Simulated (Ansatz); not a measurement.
n-GeGeSiSiH10 (Si2Ge2H10), relaxed as a singlet with RKS PBE-D4/def2-SVP in Ansatz, starting from the GFN2-xTB geometry. Force threshold 0.02 eV/Å.

Another isomer (singlet) lies 0.11 eV lower at PBE0-D4/def2-TZVP; other spin states weren't run for this one.

Start:

```xyz
14

Ge   -1.981   -0.831   -1.262
Ge   -0.538    1.045   -0.983
Si    1.566    0.683    0.022
Si    1.351   -0.454    2.033
H    -2.568   -1.345    0.023
H    -3.174   -0.629   -2.152
H    -1.301   -2.042   -1.841
H    -0.470    1.730   -2.335
H    -1.361    2.067   -0.219
H     2.385   -0.049   -0.955
H     2.220    1.991    0.158
H     0.182   -1.342    2.010
H     2.519   -1.284    2.334
H     1.171    0.459    3.167
```

(1) Estimate the energy that the relaxation releases and the steps that it takes.

(2) Does the start keep its bonding?

(3) Predict the relaxed structure.

Results:

(1) 7.7 kcal/mol, in 15 steps; 17 s on 4 threads of Intel Xeon on a shared host. The force fell under the threshold at step 7, but the optimiser went on and released 0.004 eV more. No frequencies were taken in this run, so the end may be a saddle point.

(2) By distances, no bond broke or formed. The bond that changes most is Ge1–Ge2, from 2.38 to 2.44 Å (atoms count from 1).

(3) 
```xyz
14

Ge   -1.950   -0.831   -1.172
Ge   -0.574    1.176   -1.005
Si    1.562    0.603   -0.082
Si    1.244   -0.480    1.982
H    -2.249   -1.384    0.247
H    -3.297   -0.531   -1.882
H    -1.199   -1.926   -1.976
H    -0.417    1.829   -2.407
H    -1.282    2.205   -0.079
H     2.269   -0.327   -1.036
H     2.417    1.832    0.101
H     0.459   -1.747    1.765
H     2.555   -0.828    2.634
H     0.461    0.411    2.911
```
Bond lengths: 1 × Ge–Ge 2.44 Å; 1 × Ge–Si 2.40 Å; 1 × Si–Si 2.35 Å; 5 × Ge–H 1.55 to 1.56 Å; 5 × H–Si 1.51 Å.
